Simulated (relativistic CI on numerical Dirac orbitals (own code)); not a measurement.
**One change at a time: Co19+**

Base calculation: Dirac-Coulomb-Breit CI, orbitals from a KLI potential per configuration, QED by a radiative potential, unscaled Slater integrals.

Configurations in the expansion (outside the closed core 1s2): 2s2 2p4, 2s 2p5, 2p6, 2p5 3s, 2p5 3p, 2p5 3d, 2s2 2p3 3s, 2s2 2p3 3p, 2s2 2p3 3d, 2s 2p4 3s, 2s 2p4 3p, 2s 2p4 3d, 2s2 2p3 4s, 2s2 2p3 4p, 2s2 2p3 4d, 2s2 2p3 4f. Levels of other configurations are missing.

Variants: (1) configuration mixing switched off. Shifts of the energy above 2s2 2p4 3P_2, in eV, for the lowest level and the first level of each name with at least 55 % of one term (blank where a level changes its place among those of its configuration and J or its character, or is not in the variant):

| Level | Base | Δ(1) |
| --- | --- | --- |
| 2s2 2p4 3P_2 | 0.000 | 0.000 |
| 2s2 2p4 3P_0 | 10.401 | +0.877 |
| 2s2 2p4 3P_1 | 13.282 | +0.005 |
| 2s2 2p4 1D_2 | 23.716 | -0.042 |
| 2s2 2p4 1S_0 | 45.011 | +3.721 |
| 2s 2p5 3P°_2 | 122.450 | +0.206 |
| 2s 2p5 3P°_1 | 131.407 | +0.227 |
| 2s 2p5 3P°_0 | 138.198 | +0.209 |
| 2s 2p5 1P°_1 | 169.254 | +0.623 |
| 2p6 1S_0 | 284.673 | -3.993 |
| 2s2 2p3 3s 5S°_2 | 902.514 | +0.848 |
| 2s2 2p3 3s 3S°_1 | 909.235 | +0.757 |
| 2s2 2p3 3s 3D°_2 | 923.225 | +1.066 |
| 2s2 2p3 3s 3D°_1 | 923.737 | +0.822 |

At this charge energies of transitions that change n are usually good to better than 1 %, and those within a shell (Δn = 0) to a few per cent.

Ionisation energy from the two ground configurations alone: base 1602.87 eV. The NIST ASD value (semi-empirical) is 1606 eV.

LS names give the leading component of a level, which can be under half, so a name can repeat, a term be missing and a line seem to break the LS rules.
